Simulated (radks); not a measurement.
Species: the lead ion Pb3+. Configuration: [Xe] 4f14 5d10 7d1 (not the ground configuration).

Calculated with a radial shooting solver on a logarithmic mesh with Libxc functionals: Dirac Kohn-Sham, PBE, spin-unpolarised, spherical densities, finite nucleus; open shells fill j = l - 1/2 first; Fermi nuclear charge, rms radius 5.5012 fm.

Energy parts (hartree):
| part | energy |
|---|---|
| total | -20919.5639 |
| kinetic | 24324.8090 |
| electron-nucleus | -52821.4489 |
| Hartree | 7966.1707 |
| exchange-correlation | -389.0947 |

Orbitals (lengths in bohr, moments of r in powers of bohr; <r^-3> diverges for s and p1/2; r(max) is where P^2 peaks):
orbital  occ.  eigenvalue (hartree)  <r^-3>    r(max)
1s1/2       2             -3232.258       -  0.009845
2s1/2       2             -578.7649       -   0.05739
2p1/2       2             -556.1092       -   0.04198
2p3/2       4             -475.6538   23390   0.04970
3s1/2       2             -139.9351       -    0.1615
3p1/2       2             -129.6520       -    0.1504
3p3/2       4             -111.7016    5523    0.1660
3d3/2       4             -94.70484   969.3    0.1289
3d5/2       6             -90.88446   791.2    0.1331
4s1/2       2             -32.71282       -    0.3629
4p1/2       2             -28.25083       -    0.3603
4p3/2       4             -23.85680    1358    0.3919
4d3/2       4             -16.56577   216.3    0.3832
4d5/2       6             -15.74545   172.4    0.3928
5s1/2       2              -6.60983       -    0.7902
4f5/2       6              -6.30851   37.89    0.3477
4f7/2       8              -6.12355   35.90    0.3521
5p1/2       2              -5.08573       -    0.8284
5p3/2       4              -4.26310   250.5    0.9053
5d3/2       4              -2.14192   26.99     1.050
5d5/2       6              -2.04206   21.04     1.081
7d3/2       1              -0.37768   1.290     6.639
7d5/2       0              -0.37273   1.083     6.724

The highest occupied level is 7d3/2 at -10.277 eV. Summed over all electrons, <r^2> = 81.10 bohr^2, which gives a Langevin (diamagnetic) susceptibility term of -64.2 x 10^-6 cm^3/mol.
